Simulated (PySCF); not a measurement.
Species: C3H11PSi.
SMILES: `C[Si](C)(C)P`

Linear response at PBE0/def2-SVPD (PySCF, frozen core in the response, non-relativistic). Isolated species at its PBE0-D3(BJ)/def2-SVP geometry, gas phase.

Static isotropic polarisability: 93.17 au (13.81 Å³), principal values 88.5, 88.8, 102.3 au.

Problem. What is the polarisability at 1064 nm and at the sodium D line?

Solution. 94.11 au at 1064 nm (+1.0 %), 96.32 au at 589.3 nm (+3.4 %). The rise at 589.3 nm is 3.37 times that at 1064 nm; a pure ω² law gives 3.26. The lowest singlet lies at 198 nm, shorter than both wavelengths.

Problem. What is the isotropic C6 coefficient between two such molecules, C6 = (3/π)∫α(iω)² dω?

Solution. 3148 au (Eh·bohr⁶) by a ten-point quadrature over imaginary frequencies, which is 1880 eV·Å⁶ or 182 J·nm⁶/mol.

Problem. Which effective excitation energy ω̄ makes London's formula C6 = (3/4)α²ω̄ exact here?

Solution. ω̄ = 4·C6/(3α²) = 0.484 Eh = 13.2 eV. A one-pole form α(ω) = α/(1 − ω²/ω̄²) fitted to the 1064 nm value gives 11.7 eV.

Problem. What three-body coefficient follows from the one-pole estimate C9 = (3/4)·α·C6?

Solution. 220000 au. This is an estimate from the two numbers above, not a computed integral.

Problem. What does −C6/R⁶ come to at R = 10 Å between centres?

Solution. -180 J/mol. This is the leading, orientation-averaged term; C8 and higher terms are left out.

Problem. What molar refraction at the D line follows from R = (4π/3)·N_A·α′, with α′ the polarisability volume?

Solution. α′ = 14.27 Å³ gives R = 36.01 cm³/mol, for isolated, non-vibrating species.

Problem. What n − 1 at the D line would an ideal gas of it have at 273.15 K and 1 atm (2.6868 × 10¹⁹ cm⁻³), by n − 1 = 2π·N·α′?

Solution. 24.10 × 10⁻⁴, a formal value whether or not that pressure can be reached.

Conformer computed: `[CH3:1][Si:2]([CH3:3])([CH3:4])[PH2:5]`: H–P5–Si2–C1 47°, H–P5–Si2–C1 -46°.
